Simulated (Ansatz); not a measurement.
ClRb, charge +1, doublet, geometry from GFN2-xTB (such geometries of metal compounds can be far from the true shape) (a state made from the parent by changing its charge; the spin is typed, not shown lowest) (all electrons, no relativity); B3LYP/STO-3G (Ansatz, a quantum-chemistry and plane-wave program).

The Ansatz input:
Ansatz 0.2 input:
```yaml
crystal:
  periodic: [false, false, false]
  atoms:
    - {symbol: Rb, position_ang: [-0.00000000, -0.00000000, -1.02590000]}
    - {symbol: Cl, position_ang: [0.00000000, 0.00000000, 2.23284117]}
basis:
  gaussian:
    orbitals: STO-3G
hamiltonian:
  xc: b3lyp
total_charge: 1
magnetization: {spin_polarized: true, initial_magnetization: 1}
```

What the program printed (banner, timings and long lists left out):

```
Functional definition: B3LYP
296 factors; integrals over basis functions are off by at most 5.2e-5 eV
mean field evaluation 1: about -91539.3482 eV, gradient 1.6e1 eV
mean field evaluation 2: about -91542.6126 eV, gradient 6.7e0 eV
mean field evaluation 4: about -91542.9192 eV, gradient 3.4e-2 eV
mean field evaluation 8: about -91542.9192 eV, gradient 4.5e-4 eV
mean field evaluation 16: about -91543.2309 eV, gradient 6.0e-2 eV
mean field evaluation 32: about -91543.0762 eV, gradient 4.5e-1 eV
mean field -91543.23134708 eV, -3364.1517017744 hartree, gradient 9.1e-6 eV, S^2 0.750101; 3 other end points of the search recorded, 0 dependent functions left out
reference -91543.23151983 eV, -3364.1517081227 hartree; 27, 26 occupied and 4, 5 virtual orbitals, 296 factors
Total energy: -91543.23151983 eV, -3364.1517081227 hartree
```
